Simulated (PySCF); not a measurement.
PySCF input file for C3H8STe, SMILES CC(C)[Te]S, r2SCAN-D4/def2-SVP. Geometry: r2SCAN-D4/def2-SVP. The def2 effective core potentials stand for the cores of Te; spin–orbit coupling is left out. One conformer was computed; it need not be the lowest.

```python
import numpy as np
from pyscf import gto, scf, dft, df
from pyscf.hessian import thermo

mol = gto.M(
    atom='''
    Te   -0.22594809    0.20953264    0.67842050
    C     0.60902543   -1.36797985   -0.63632266
    C     1.19112365   -2.43328085    0.28128612
    C     1.61196489   -0.79757136   -1.61917765
    H    -0.27266346   -1.76243441   -1.16754246
    H     1.58211937   -3.27165043   -0.32163323
    H     2.03316688   -2.03874166    0.87491054
    H     0.44155565   -2.84745682    0.97476706
    H     1.17153494    0.00962941   -2.22430282
    H     1.95053472   -1.59142423   -2.30980923
    H     2.49736013   -0.39655480   -1.09967058
    S    -0.99397437    1.71406413   -1.05810074
    H    -2.22340128    1.17090193   -1.22968802
    ''',
    basis='def2-SVP',
    ecp={'Te': 'def2-svp'},
    charge=0,
    spin=0,
    max_memory=1600,
    verbose=3,
)
mf = dft.RKS(mol, xc='r2scan').density_fit(auxbasis='def2-universal-jkfit')
mf.disp = 'd4'
mf.grids.level = 4
mf.conv_tol = 1e-11
mf.max_cycle = 100
mf.kernel()

# analytic Hessian; the response equations are solved on a coarser grid
h, args, fine = mf.Hessian(), (mf.mo_energy, mf.mo_coeff, mf.mo_occ), mf.grids
h.max_memory = max(150, 2.5e-5 * df.make_auxmol(mol, mf.with_df.auxbasis).nao * mol.nelec[0] * (mol.nelec[0] + mol.nao))  # MB; small integral blocks
h1ao = h.make_h1(mf.mo_coeff, mf.mo_occ)
mf.grids = dft.Grids(mol).set(level=2).build(with_non0tab=True)
mo1, mo_e1 = h.solve_mo1(*args, h1ao)
mf.grids = fine
hess = h.hess_elec(*args, mo1, mo_e1, h1ao) + h.hess_nuc()
if mf.do_disp():
    hess += h.get_dispersion()
for i in range(mol.natm):  # the analytic DFT Hessian lacks the response of the grid: restore translational invariance
    hess[i, i] -= hess[i].sum(axis=0)
hess = (hess + hess.transpose(1, 0, 3, 2)) / 2
vib = thermo.harmonic_analysis(mol, hess, imaginary_freq=False)
thermo.dump_normal_mode(mol, vib)
th = thermo.thermo(mf, vib['freq_au'][vib['freq_au'] > 0], 298.15, 101325)
thermo.dump_thermo(mol, th)
g0 = mf.nuc_grad_method().set(verbose=0).kernel()

# dipole derivatives [dipole axis, atom, xyz] from the same response
r, irp = mol.intor('int1e_r'), mol.intor('int1e_irp').reshape(3, 3, mol.nao, mol.nao)
sl, dm0, ok = mol.aoslice_by_atom(), np.array(mf.make_rdm1()), []
dmu = np.einsum('a,xt->xat', mol.atom_charges(), np.eye(3))
for a, (_, _, p0, p1) in enumerate(sl):
    dmu[:, a] += 2 * np.einsum('xtij,ij->xt', irp[:, :, :, p0:p1], dm0.reshape(-1, mol.nao, mol.nao).sum(0)[:, p0:p1])
    for u, c, occ, f in [(mo1, mf.mo_coeff, mf.mo_occ, 4)]:
        dmu[:, a] -= f * np.einsum('tui,xuv,vi->xt', u[a], r, c[:, occ > 0], optimize=True)
L = vib['norm_mode']
ir = 974.8801 * (np.einsum('xat,kat->kx', dmu, L) ** 2).sum(1)       # km/mol
apt = np.einsum('xax->a', dmu) / 3
print('mode   freq/cm-1   IR/(km/mol)')
for k, w in enumerate(vib['freq_wavenumber']):
    print(f'{k + 1:4d} {w:11.2f} {ir[k]:13.3f}')
print('max |gradient| / (hartree/bohr):', abs(g0).max())
print('APT charges:', apt.round(4))
```

It prints:

```
[...]
      11   S                -0.00  0.00  0.00   -0.00  0.00  0.00   -0.00 -0.00  0.00
      12   H                 0.00 -0.00 -0.00    0.00 -0.00 -0.00    0.00  0.00 -0.02
Mode                                15                  16                  17
Irrep
Freq [cm^-1]                     1131.7821           1157.7417           1203.4693
Reduced mass [au]                   2.3825              1.8685              1.4249
Force const [Dyne/A]                1.7981              1.4756              1.2159
Char temp [K]                    1628.3824           1665.7326           1731.5244
Normal mode                   x     y     z       x     y     z       x     y     z
       0  Te                 0.00 -0.00 -0.00    0.00  0.00  0.00   -0.00 -0.00 -0.00
       1   C                -0.02 -0.11  0.14   -0.14  0.07  0.04   -0.05 -0.09 -0.06
       2   C                -0.05  0.03 -0.09    0.08 -0.02 -0.04    0.05  0.05  0.04
       3   C                 0.06  0.07 -0.04    0.08 -0.05  0.01    0.06  0.04  0.04
       4   H                -0.05 -0.27  0.30    0.06 -0.20 -0.12   -0.43  0.38  0.25
       5   H                 0.03 -0.02  0.04   -0.03 -0.23  0.19   -0.16  0.03 -0.08
       6   H                -0.13  0.22 -0.10   -0.08 -0.06  0.21    0.09 -0.21  0.13
       7   H                -0.06  0.15 -0.03   -0.12  0.22 -0.11   -0.09 -0.02 -0.16
       8   H                 0.15  0.03 -0.16   -0.18 -0.06  0.17   -0.09 -0.12 -0.07
       9   H                 0.00 -0.04  0.05    0.04  0.16 -0.24   -0.16 -0.03  0.01
      10   H                 0.15 -0.01 -0.14    0.04  0.22 -0.14    0.19  0.07 -0.22
      11   S                -0.00  0.00  0.00   -0.00 -0.00 -0.00    0.00  0.00  0.00
      12   H                 0.00 -0.00  0.00   -0.00  0.00 -0.01    0.00 -0.01  0.00
Mode                                18                  19                  20
Irrep
Freq [cm^-1]                     1331.3375           1376.9451           1387.8151
Reduced mass [au]                   1.3084              1.3449              1.2414
Force const [Dyne/A]                1.3663              1.5024              1.4087
Char temp [K]                    1915.4983           1981.1175           1996.7569
Normal mode                   x     y     z       x     y     z       x     y     z
       0  Te                -0.00  0.00  0.00    0.00  0.00 -0.00    0.00 -0.00 -0.00
       1   C                 0.02  0.07 -0.09   -0.01 -0.04  0.05    0.01 -0.00 -0.00
       2   C                -0.05 -0.02 -0.02   -0.02  0.08 -0.05   -0.04  0.06 -0.05
       3   C                 0.05  0.01  0.03    0.05  0.03 -0.08   -0.07 -0.03  0.06
       4   H                -0.14 -0.43  0.55    0.04  0.15 -0.19    0.01 -0.00  0.01
       5   H                 0.17 -0.04  0.14    0.00 -0.17  0.29    0.13 -0.13  0.32
       6   H                 0.01 -0.09 -0.04    0.03 -0.30  0.15    0.07 -0.35  0.09
       7   H                 0.15 -0.10  0.15    0.23 -0.23  0.04    0.25 -0.23  0.10
       8   H                -0.21 -0.10  0.07   -0.27  0.05  0.19    0.31 -0.00 -0.18
       9   H                -0.23 -0.09  0.02   -0.10 -0.25  0.19    0.23  0.26 -0.14
      10   H                -0.01  0.06  0.08   -0.11 -0.10  0.28    0.15  0.02 -0.33
      11   S                 0.00 -0.00 -0.00   -0.00  0.00  0.00   -0.00  0.00 -0.00
      12   H                -0.00  0.00  0.01    0.00 -0.00  0.00    0.00 -0.00  0.00
Mode                                21                  22                  23
Irrep
Freq [cm^-1]                     1451.2218           1457.1716           1467.6225
Reduced mass [au]                   1.0480              1.0426              1.0420
Force const [Dyne/A]                1.3004              1.3044              1.3223
Char temp [K]                    2087.9851           2096.5455           2111.5820
Normal mode                   x     y     z       x     y     z       x     y     z
       0  Te                 0.00  0.00  0.00   -0.00  0.00 -0.00   -0.00 -0.00 -0.00
       1   C                -0.00  0.02 -0.02    0.00  0.02 -0.02   -0.03 -0.00  0.00
       2   C                 0.02 -0.01 -0.02    0.01  0.02  0.03   -0.03 -0.01  0.02
       3   C                -0.02  0.03 -0.00   -0.02 -0.02 -0.01   -0.01  0.01 -0.02
       4   H                -0.02 -0.06  0.06   -0.02 -0.08  0.09   -0.01  0.00 -0.04
       5   H                -0.20 -0.02 -0.13   -0.23 -0.23  0.20    0.52  0.20  0.06
       6   H                -0.22  0.11  0.23    0.10  0.25 -0.28    0.32 -0.32 -0.26
       7   H                 0.15  0.01  0.15   -0.12 -0.39 -0.35   -0.25  0.30 -0.06
       8   H                -0.35 -0.09  0.09    0.05  0.26  0.31   -0.15  0.08  0.18
       9   H                 0.46  0.05  0.19    0.17 -0.15  0.25    0.24 -0.07  0.19
      10   H                 0.29 -0.48 -0.14    0.07  0.12 -0.24    0.14 -0.14 -0.14
      11   S                 0.00 -0.00  0.00    0.00 -0.00 -0.00    0.00  0.00 -0.00
      12   H                -0.00  0.00 -0.00   -0.00  0.00  0.00    0.00 -0.00  0.00
Mode                                24                  25                  26
Irrep
Freq [cm^-1]                     1476.2592           2658.8564           3012.4248
Reduced mass [au]                   1.0447              1.0393              1.0388
Force const [Dyne/A]                1.3415              4.3291              5.5543
Char temp [K]                    2124.0083           3825.5023           4334.2085
Normal mode                   x     y     z       x     y     z       x     y     z
       0  Te                 0.00 -0.00 -0.00    0.00  0.00 -0.00   -0.00  0.00  0.00
       1   C                -0.00  0.02  0.03   -0.00 -0.00  0.00    0.00 -0.00  0.00
       2   C                -0.00  0.01  0.02    0.00 -0.00 -0.00   -0.01  0.01 -0.01
       3   C                 0.01  0.03  0.01    0.00  0.00 -0.00    0.03 -0.00 -0.04
       4   H                 0.05 -0.01 -0.03    0.00  0.00  0.00   -0.01 -0.00 -0.01
       5   H                -0.01 -0.13  0.20    0.00 -0.00  0.00    0.07 -0.14 -0.11
       6   H                 0.19  0.09 -0.30    0.00 -0.00  0.00    0.12  0.06  0.09
       7   H                -0.17 -0.22 -0.30    0.00  0.00 -0.00   -0.10 -0.05  0.09
       8   H                -0.23 -0.37 -0.34   -0.00 -0.00  0.00    0.17 -0.30  0.22
       9   H                 0.00  0.23 -0.24    0.00  0.00 -0.00   -0.21  0.51  0.43
      10   H                 0.04 -0.35  0.25   -0.00 -0.00 -0.00   -0.37 -0.17 -0.23
      11   S                -0.00  0.00  0.00   -0.03 -0.01 -0.00    0.00  0.00  0.00
      12   H                 0.00 -0.00 -0.00    0.89  0.41  0.11   -0.00 -0.00 -0.00
Mode                                27                  28                  29
Irrep
Freq [cm^-1]                     3015.6973           3075.8399           3103.1602
Reduced mass [au]                   1.0370              1.0874              1.1017
Force const [Dyne/A]                5.5567              6.0613              6.2503
Char temp [K]                    4338.9169           4425.4488           4464.7566
Normal mode                   x     y     z       x     y     z       x     y     z
       0  Te                -0.00  0.00  0.00   -0.00 -0.00 -0.00   -0.00  0.00  0.00
       1   C                -0.00  0.00 -0.00    0.06  0.03  0.04   -0.00 -0.00 -0.00
       2   C                 0.02 -0.04  0.02   -0.01 -0.01 -0.01    0.00 -0.04 -0.06
       3   C                 0.01 -0.00 -0.01   -0.01 -0.01 -0.01    0.01  0.04  0.02
       4   H                 0.00 -0.00  0.00   -0.73 -0.32 -0.43    0.05  0.02  0.03
       5   H                -0.21  0.45  0.34   -0.05  0.09  0.07   -0.22  0.46  0.33
       6   H                -0.41 -0.20 -0.29    0.14  0.07  0.10    0.38  0.17  0.25
       7   H                 0.33  0.17 -0.30    0.03  0.01 -0.03   -0.17 -0.10  0.14
       8   H                 0.05 -0.09  0.07   -0.00  0.00 -0.01    0.08 -0.14  0.11
       9   H                -0.06  0.16  0.13   -0.04  0.08  0.07    0.09 -0.22 -0.19
      10   H                -0.12 -0.05 -0.07    0.14  0.06  0.08   -0.26 -0.11 -0.15
      11   S                 0.00 -0.00  0.00   -0.00  0.00 -0.00    0.00  0.00  0.00
      12   H                -0.00 -0.00 -0.00    0.00  0.00  0.00   -0.00 -0.00  0.00
Mode                                30                  31                  32
Irrep
Freq [cm^-1]                     3105.7049           3122.9405           3137.7227
Reduced mass [au]                   1.0990              1.1038              1.1041
Force const [Dyne/A]                6.2454              6.3426              6.4048
Char temp [K]                    4468.4179           4493.2161           4514.4844
Normal mode                   x     y     z       x     y     z       x     y     z
       0  Te                -0.00  0.00  0.00   -0.00 -0.00  0.00   -0.00 -0.00 -0.00
       1   C                -0.02 -0.01 -0.01   -0.01 -0.00 -0.01    0.01  0.00  0.00
       2   C                 0.01 -0.02 -0.04   -0.08 -0.03  0.02    0.00  0.00  0.00
       3   C                -0.01 -0.07 -0.03    0.00 -0.01 -0.00    0.06 -0.03  0.05
       4   H                 0.19  0.09  0.11    0.12  0.05  0.07   -0.09 -0.04 -0.05
       5   H                -0.12  0.27  0.19    0.02 -0.09 -0.06    0.01 -0.01 -0.01
       6   H                 0.16  0.07  0.10    0.41  0.20  0.30   -0.02 -0.01 -0.02
       7   H                -0.15 -0.09  0.14    0.51  0.28 -0.47   -0.01 -0.00  0.01
       8   H                -0.16  0.27 -0.21   -0.03  0.05 -0.04   -0.30  0.55 -0.41
       9   H                -0.16  0.37  0.32   -0.01  0.03  0.03   -0.00  0.03  0.04
      10   H                 0.38  0.16  0.22    0.02  0.01  0.01   -0.46 -0.21 -0.27
      11   S                -0.00  0.00 -0.00    0.00  0.00 -0.00    0.00 -0.00 -0.00
      12   H                -0.00 -0.00 -0.00   -0.00 -0.00  0.00    0.00  0.00  0.00
temperature 298.1500 [K]
pressure 101325.00 [Pa]
Rotational constants [GHz] 2.99756 1.50021 1.06695
Symmetry number 1
Zero-point energy (ZPE) 0.10232 [Eh]   268629.230 [J/mol]
                           tot       elec      trans        rot        vib
Entropy [J/mol/K]       380.178      0.000    175.057    119.643     85.479
Cv [J/mol/K]            112.146      0.000     12.472     12.472     87.202
Cp [J/mol/K]            120.460      0.000     20.786     12.472     87.202
Internal energy [J/mol]                      3718.434   3718.434 282290.951
Internal energy [Eh]   -785.03713  -785.14748
Enthalpy [J/mol]                             6197.391   3718.434 282290.951
Enthalpy [Eh]          -785.03619
Gibbs free energy [J/mol]                  -45995.824 -31953.061 256805.489
Gibbs free energy [Eh] -785.07936
mode   freq/cm-1   IR/(km/mol)
   1       43.61         0.106
   2      110.46         0.311
   3      229.87         1.284
   4      245.09         0.279
   5      257.04         2.753
   6      284.12         2.140
   7      299.32        13.029
   8      349.59         6.888
   9      391.97         0.550
  10      489.53         1.022
  11      761.50         2.018
  12      890.37         1.652
  13      923.09         2.367
  14      955.34         0.211
  15     1006.69         5.800
  16     1131.78         0.355
  17     1157.74        55.506
  18     1203.47        36.329
  19     1331.34         0.382
  20     1376.95        11.140
  21     1387.82         3.604
  22     1451.22         4.196
  23     1457.17         1.718
  24     1467.62         8.521
  25     1476.26         8.119
  26     2658.86         0.420
  27     3012.42        28.583
  28     3015.70        35.081
  29     3075.84         2.024
  30     3103.16         2.419
  31     3105.70        21.910
  32     3122.94        14.677
  33     3137.72         7.814
max |gradient| / (hartree/bohr): 0.00022926761211952603
APT charges: [ 0.1678  0.1838 -0.0255 -0.0611 -0.0759 -0.0225  0.0099  0.0098  0.0306
 -0.0271  0.0094 -0.2269  0.0234]
```

Self-consistency was reached.

Cost: around 10 core-minutes (rough).
